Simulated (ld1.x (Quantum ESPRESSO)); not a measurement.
## u(r) = r·R(r): atom against pseudo-atom (Ag)

Columns: radius, all-electron u(r) and pseudo u(r) of the 4s shell (level -95.05 eV) of silver in the configuration [Ar] 3d10 4s2 4p6 4d10 5s1 5p0; PBE, scalar-relativistic, ultrasoft scheme, ld1.x (Quantum ESPRESSO) 7.5.

```csv
r (bohr),all-electron,pseudo
0.070,-0.3754,-0.2685
0.140,-0.1590,-0.5273
0.210,0.4581,-0.7674
0.280,0.6810,-0.9807
0.350,0.4996,-1.1607
0.420,0.1122,-1.3026
0.490,-0.3129,-1.4041
0.560,-0.6804,-1.4644
0.630,-0.9524,-1.4854
0.700,-1.1246,-1.4702
0.770,-1.2092,-1.4239
0.840,-1.2243,-1.3523
0.910,-1.1891,-1.2621
0.980,-1.1208,-1.1598
1.050,-1.0329,-1.0517
1.120,-0.9355,-0.9431
1.190,-0.8360,-0.8380
1.260,-0.7390,-0.7392
1.330,-0.6477,-0.6477
1.400,-0.5636,-0.5636
1.470,-0.4877,-0.4877
1.540,-0.4200,-0.4200
1.610,-0.3602,-0.3602
1.680,-0.3079,-0.3079
1.750,-0.2624,-0.2624
1.820,-0.2231,-0.2231
```

Question: How many radial nodes do the two functions have?

Answer: The all-electron 4s function has n − l − 1 = 3 (the table is too coarse to show those close to the nucleus); the pseudo-wave has 0, since the states of the same l below it are removed with the core.

Question: At about which radius was the pseudo-wave matched?

Answer: 1.30 bohr, where the columns begin to agree (steps of 0.07 bohr).

Question: Where does each function peak?

Answer: Outermost all-electron maximum near 0.84 bohr, pseudo maximum near 0.63 bohr (to the table’s step).

Question: Is the pseudo-wave norm-conserving?

Answer: No, it belongs to an ultrasoft set: the norm inside the radius is not constrained, and the difference is carried by the augmentation charge.
